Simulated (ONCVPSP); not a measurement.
Which change was made? (I, ONCV)

```
Element                 : iodine (I)
Generator               : ONCVPSP 4.0.1
Type                    : optimised norm-conserving Vanderbilt (ONCV)
Functional              : PBE
Relativity              : scalar-relativistic
Frozen core             : [Kr] 4d10
Valence charge          : 7
Reference configuration : 5s1 5p6
Partial waves           : 5s: rc 1.80 bohr, ncon 4, nbas 9, qcut 3.9 1/bohr, 2 projectors, debl 3.1 Ha; 5p: rc 1.80 bohr, ncon 3, nbas 6, qcut 5.1 1/bohr, 2 projectors, debl 3.9 Ha; d scattering state at 0.05 Ha: rc 1.80 bohr, ncon 4, nbas 7, qcut 6.1 1/bohr, 2 projectors, debl 3.4 Ha
Local potential         : polynomial inside 1.30 bohr (lpopt 5, dvloc0 0 Ha)
Core correction         : Teter function, fcfact 2, rcfact 1.1
```

Cutoffs, loose and tight: the cutoffs (Ha) at which the residual kinetic energy of the hardest occupied pseudo-wave falls to 1 and 0.1 mHa per electron. They do not see the model core or the augmentation charge, which bear on the density cutoff. Test errors are all-electron minus pseudo excitation energies from the reference, over the configurations 5s2 5p5; 5s2 5p4; 5s2 5p3; 5s2 5p1; variants that change the core or the reference have their own tests.

The base gives: outcome: generated; cutoff, loose: 11 Ha; cutoff, tight: 59 Ha; bound ghosts: s, d; GHOST(+) flags above zero: p; largest test error (meV): -118.

Task: After one change the result is: outcome: generated; cutoff, loose: 11 Ha; cutoff, tight: 59 Ha; bound ghosts: s; GHOST(+) flags above zero: p, d; largest test error (meV): -118. Which change was it?
A. s: qcut 4.3; p: qcut 5.7; d: qcut 6.8
B. d: rc 2.44
C. core correction Teter function, fcfact 4.2, rcfact 1.1

Result: B. The others give: core correction Teter function, fcfact 4.2, rcfact 1.1 → outcome: generated; cutoff, loose: 11 Ha; cutoff, tight: 59 Ha; bound ghosts: s, d; GHOST(+) flags above zero: p; largest test error (meV): -75 | s: qcut 4.3; p: qcut 5.7; d: qcut 6.8 → outcome: failed: ERROR pspot: first pseudo wave function has node, program will stop.
